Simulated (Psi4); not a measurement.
H$_{4}$GeOSe (SMILES O[Se][GeH3]), singlet, geometry from GFN2-xTB; Psi4 with PBE/def2-TZVPD.

Psi4 was given this input:
```
memory 2 GB

molecule {
0 1
Se    0.55437691   -0.52849029    0.73721862
O     0.57236236   -1.86110189   -0.51513621
H     1.45801639   -1.93357907   -0.88040759
Ge   -0.68781722    0.96463088   -0.54808340
H    -0.78457501    2.27516688    0.17282531
H    -0.01865154    1.19120189   -1.87583574
H    -2.07235298    0.45650714   -0.82225654
}

set {
  basis def2-tzvpd
}

energy('pbe')
print_variables()
```

Task: What does Psi4 print? Leave out banner, timings and long lists.

Result: 
```
   => Loading Basis Set <=

    Name: DEF2-TZVPD
    Role: ORBITAL
    Keyword: BASIS

         ---------------------------------------------------------
                                   SCF
               by Justin Turney, Rob Parrish, Andy Simmonett
                          and Daniel G. A. Smith
                              RKS Reference
         ---------------------------------------------------------

  ==> Geometry <==

    Molecular point group: c1
    Full point group: C1

    Geometry (in Angstrom), charge = 0, multiplicity = 1:

       Center              X                  Y                   Z               Mass
    ------------   -----------------  -----------------  -----------------  -----------------
         SE           0.547556363633    -0.536014808820     0.698515397802    79.916521800000
         O            0.565541813633    -1.868626408820    -0.553839432198    15.994914619570
         H            1.451195843633    -1.941103588820    -0.919110812198     1.007825032230
         GE          -0.694637766367     0.957106361180    -0.586786622198    73.921177761000
         H           -0.791395556367     2.267642361180     0.134122087802     1.007825032230
         H           -0.025472086367     1.183677371180    -1.914538962198     1.007825032230
         H           -2.079173526367     0.448982621180    -0.860959762198     1.007825032230

  Running in c1 symmetry.

  Rotational constants: A =      0.32867  B =      0.06585  C =      0.05619 [cm^-1]
  Rotational constants: A =   9853.32269  B =   1974.16598  C =   1684.62652 [MHz]
  Nuclear repulsion =  441.752769442450585

  Charge       = 0
  Multiplicity = 1
  Electrons    = 78
  Nalpha       = 39
  Nbeta        = 39

  ==> Algorithm <==

  SCF Algorithm Type is DF.
  DIIS enabled.
  MOM disabled.
  Fractional occupation disabled.
  Guess Type is SAD.
  Energy threshold   = 1.00e-06
  Density threshold  = 1.00e-06
  Integral threshold = 1.00e-12

  ==> Primary Basis <==

  Basis Set: DEF2-TZVPD
    Blend: DEF2-TZVPD
    Number of shells: 71
    Number of basis functions: 187
    Number of Cartesian functions: 209
    Spherical Harmonics?: true
    Max angular momentum: 3

  ==> DFT Potential <==

   => LibXC <=

    Version 7.1.2
    S. Lehtola, C. Steigemann, M. J. T. Oliveira, and M. A. L. Marques,  SoftwareX 7, 1–5 (2018) (10.1016/j.softx.2017.11.002)

   => Composite Functional: PBE <=

    PBE GGA Exchange-Correlation Functional

    J.P. Perdew et. al., Phys. Rev. Lett., 77(18), 3865-3868, 1996

    Deriv               =              1
    GGA                 =           TRUE
    Meta                =          FALSE

    Exchange Hybrid     =          FALSE
    MP2 Hybrid          =          FALSE

   => Exchange Functionals <=

    1.0000     XC_GGA_X_PBE

   => Correlation Functionals <=

    1.0000     XC_GGA_C_PBE

   => LibXC Density Thresholds  <==

    XC_GGA_C_PBE:  1.00E-12
    XC_GGA_X_PBE:  1.00E-15

   => Molecular Quadrature <=

    Radial Scheme          =       TREUTLER
    Pruning Scheme         =           NONE
    Nuclear Scheme         =       TREUTLER

    Blocking Scheme        =         OCTREE
    BS radius alpha        =              1
    Pruning alpha          =              1
    Radial Points          =             75
    Spherical Points       =            302
    Total Points           =         153748
    Total Blocks           =           1229
    Max Points             =            256
    Max Functions          =            180
    Weights Tolerance      =       1.00E-15

   => Loading Basis Set <=

    Name: (DEF2-TZVPD AUX)
    Role: JKFIT
    Keyword: DF_BASIS_SCF

  ==> Integral Setup <==

  SCF_SUBTYPE=INCORE selected. In-core MEM_DF algorithm will be used.
  Using in-core AOs.

  ==> MemDFJK: Density-Fitted J/K Matrices <==

    J tasked:                   Yes
    K tasked:                    No
    wK tasked:                   No
    Algorithm:                 Core
    Schwarz Cutoff:           1E-12
    Mask sparsity (%):       2.6538
    Fitting Condition:        1E-10

   => Auxiliary Basis Set <=

  Basis Set: (DEF2-TZVPD AUX)
    Blend: DEF2-UNIVERSAL-JKFIT
    Number of shells: 169
    Number of basis functions: 681
    Number of Cartesian functions: 915
    Spherical Harmonics?: true
    Max angular momentum: 5

  Minimum eigenvalue in the overlap matrix is 3.6325231750E-04.
  Reciprocal condition number of the overlap matrix is 4.4406204085E-05.
    Using symmetric orthogonalization.

  ==> Pre-Iterations <==

  SCF Guess: Superposition of Atomic Densities via on-the-fly atomic UHF (no occupation information).

   -------------------------
    Irrep   Nso     Nmo
   -------------------------
     A        187     187
   -------------------------
    Total     187     187
   -------------------------

  ==> Iterations <==

                           Total Energy        Delta E     RMS |[F,P]|

   @DF-RKS iter SAD: -4550.03636023767649   -4.55004e+03   0.00000e+00
   @DF-RKS iter   1: -4552.87326914634377   -2.83691e+00   2.10889e-02 DIIS/ADIIS
   @DF-RKS iter   2: -4486.37736097722882    6.64959e+01   6.62602e-02 DIIS/ADIIS
   @DF-RKS iter   3: -4554.28990612571761   -6.79125e+01   1.37275e-02 DIIS/ADIIS
   @DF-RKS iter   4: -4554.76059282764345   -4.70687e-01   6.73423e-03 DIIS/ADIIS
   @DF-RKS iter   5: -4555.39694074312683   -6.36348e-01   2.06250e-03 DIIS/ADIIS
   @DF-RKS iter   6: -4555.42838883377044   -3.14481e-02   1.27964e-03 DIIS/ADIIS
   @DF-RKS iter   7: -4555.44884019556866   -2.04514e-02   3.44903e-04 DIIS/ADIIS
   @DF-RKS iter   8: -4555.45147862691010   -2.63843e-03   3.50938e-05 DIIS
   @DF-RKS iter   9: -4555.45149605323513   -1.74263e-05   1.21853e-05 DIIS
   @DF-RKS iter  10: -4555.45149934144320   -3.28821e-06   2.50530e-06 DIIS
   @DF-RKS iter  11: -4555.45149950945961   -1.68016e-07   4.39241e-07 DIIS
  Energy and wave function converged.

  ==> Post-Iterations <==

   Electrons on quadrature grid:
      Ntotal   =   77.9999808295 ; deviation = -1.917e-05

    Orbital Energies [Eh]
    ---------------------

    Doubly Occupied:

[...]
    Virtual:

[...]
     187A     43.283852

    Final Occupation by Irrep:
              A
    DOCC [    39 ]
    NA   [    39 ]
    NB   [    39 ]

  @DF-RKS Final Energy: -4555.45149950945961

   => Energetics <=

    Nuclear Repulsion Energy =            441.7527694424505853
    One-Electron Energy =               -7225.0393447508295139
    Two-Electron Energy =                2403.3228147101967807
    DFT Exchange-Correlation Energy =    -175.4877389112774324
    Empirical Dispersion Energy =           0.0000000000000000
    VV10 Nonlocal Energy =                  0.0000000000000000
    Total Energy =                      -4555.4514995094596088

Computation Completed

Properties will be evaluated at   0.000000,   0.000000,   0.000000 [a0]

Properties computed using the SCF density matrix

 Multipole Moments:

 ------------------------------------------------------------------------------------
     Multipole            Electronic (a.u.)      Nuclear  (a.u.)        Total (a.u.)
 ------------------------------------------------------------------------------------

 L = 1.  Multiply by 2.5417464519 to convert [e a0] to [Debye]
 Dipole X            :          1.3041270           -1.0053399            0.2987871
 Dipole Y            :          1.4460904           -1.1091038            0.3369866
 Dipole Z            :          5.5009980           -5.7048022           -0.2038042
 Magnitude           :                                                    0.4943378

 ------------------------------------------------------------------------------------

  Variable Map:
  ----------------------------------------------------------------------------
[...]
  Array Variable Map:
  ----------------------------------------------------------------------------
[...]
[...]
```
